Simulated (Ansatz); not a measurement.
Mulliken charges of CH5BSeSi (`BC1[SiH2][Se]1`) from ωB97M-V/def2-TZVPP in Ansatz (PBE0-D4/def2-TZVP geometry).

```json
{"atom": "B1", "x (Å)": "-0.154", "y (Å)": "1.400", "z (Å)": "-0.375", "charge (e)": "-0.217"}
{"atom": "C2", "x (Å)": "-0.762", "y (Å)": "0.065", "z (Å)": "-0.014", "charge (e)": "-0.215"}
{"atom": "Si3", "x (Å)": "0.625", "y (Å)": "-1.157", "z (Å)": "0.343", "charge (e)": "0.199"}
{"atom": "Se4", "x (Å)": "-0.764", "y (Å)": "-1.462", "z (Å)": "-1.342", "charge (e)": "-0.085"}
{"atom": "H5", "x (Å)": "0.602", "y (Å)": "1.499", "z (Å)": "-1.297", "charge (e)": "0.087"}
{"atom": "H6", "x (Å)": "-0.370", "y (Å)": "2.345", "z (Å)": "0.329", "charge (e)": "0.071"}
{"atom": "H7", "x (Å)": "-1.583", "y (Å)": "-0.023", "z (Å)": "0.693", "charge (e)": "0.151"}
{"atom": "H8", "x (Å)": "0.475", "y (Å)": "-1.956", "z (Å)": "1.578", "charge (e)": "0.001"}
{"atom": "H9", "x (Å)": "2.019", "y (Å)": "-0.757", "z (Å)": "0.067", "charge (e)": "0.010"}
```

Problem. By hand: the dipole of these point charges (1 e Å = 4.8032 D).

Solution. Σ q r = (0.194, -0.140, 0.284) e Å, of length 0.371 e Å = 1.78 D.

Problem. How does the dipole of the full density compare? (Best estimate.)

Solution. The calculation gave: (0.129, -0.126, 0.303) e Å, 1.69 D; the point charges give 1.05 times that, at 11° from its direction.

Point charges leave out the atoms' own dipoles, such as those of lone pairs, and Mulliken's split depends on the basis, so the close match here is no proof of good charges.
